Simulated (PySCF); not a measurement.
Members of one family of related compounds. The calculation used PySCF, TDDFT B3LYP/def2-SVPD, vertical, gas phase, core orbitals frozen in the response. Geometries: PBE0-D3(BJ)/def2-SVP; one conformer of each isolated species. Triplets are in the Tamm–Dancoff approximation. 'Strongest' means the level of largest summed f among the lowest 10 singlets; it needn't be the same kind of state in each. Relativistic effects are left out although some hold elements past zinc.

Problem. Rank by computed HOMO energy, highest first.
A. `BC1=CBC=CC=C1`
B. `[GeH3][O]C1=CBC=CC=C1`
C. `FC(F)C1=CBC=CC=C1`
D. `CCOC1=CBC=CC=C1`

Solution. D (-6.64 eV), B (-6.83 eV), A (-7.12 eV), C (-7.30 eV).

| SMILES | HOMO (eV) | f (strongest) | α (au) | T1 (eV) | first f ≥ 0.01 (nm) | gap (eV) | S1 mainly |
| --- | --- | --- | --- | --- | --- | --- | --- |
| CCOC1=CBC=CC=C1 | -6.64 | 0.50 | 123.2 | 2.75 | 301 | 4.52 | H→L (68%) |
| [GeH3][O]C1=CBC=CC=C1 | -6.83 | 0.67 | 126.0 | 2.93 | 288 | 4.80 | H→L (40%) |
| BC1=CBC=CC=C1 | -7.12 | 0.60 | 105.8 | 2.57 | 335 | 4.16 | H→L (88%) |
| FC(F)C1=CBC=CC=C1 | -7.30 | 0.56 | 102.4 | 2.84 | 278 | 4.78 | H→L+1 (69%) |

H and L stand for HOMO and LUMO.
